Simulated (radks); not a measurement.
Values are calculated unless marked as measured or tabulated.
Initial-state core-level shifts of the hafnium ion Hf+ when its valence configuration changes from [Xe] 4f14 5d1 6s2. Code: a radial shooting solver on a logarithmic mesh with Libxc functionals. Model: Dirac Kohn-Sham, BLYP, spin-unpolarised, spherical densities, finite nucleus; open shells fill j = l - 1/2 first; Fermi nuclear charge, rms radius 5.347 fm. Shifts are changes of the shell-averaged eigenvalues in eV (positive: less bound); the change of the density at the nucleus, which sets a Mossbauer isomer shift, is in e/bohr^3, on a base of 1.209e+06.

valence                    2s       3p       3d       4s  density at nucleus
4f13 5d2 6s2           -9.056  -10.176  -10.068   -9.591               +72.6
4f12 5d2 6s2 6p1      -23.248  -25.595  -25.384  -24.141              +185.3
4f14 5d2 6s1           +2.471   +2.423   +2.435   +2.433               -85.0
4f14 5d3               +4.525   +4.447   +4.468   +4.467              -156.8
4f13 5d1 6s2 6p1      -13.307  -14.356  -14.266  -13.767              +105.2
4f14 5d1 6s1 6p1       -1.208   -1.204   -1.205   -1.209               -67.3
4f14 5d1 6s1.5 6p0.5   -0.610   -0.609   -0.609   -0.611               -32.9
4f12 5d3 6s1.5 6p0.5  -19.402  -21.819  -21.590  -20.385              +112.9
4f12 5d1 6s2 6p2      -27.892  -30.145  -29.956  -28.661              +223.6
